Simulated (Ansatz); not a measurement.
Harmonic frequencies (cm⁻¹) at PBE0-D4/def2-TZVP from Ansatz: 17, 73, 168, 172, 203, 479, 540, 546, 643, 648, 653, 683, 1439, 2054, 2360.

Each molecule was computed in one conformer, which needn't be the lowest.

Which molecule is it?
A. `O=C=[N][SnH]([F])[F]`
B. `O=C=[N][SnH2][Cl]`
C. `[NH2][Sn]([F])([Cl])[Cl]`
D. `[F][SnH]([SH])[Cl]`

A.
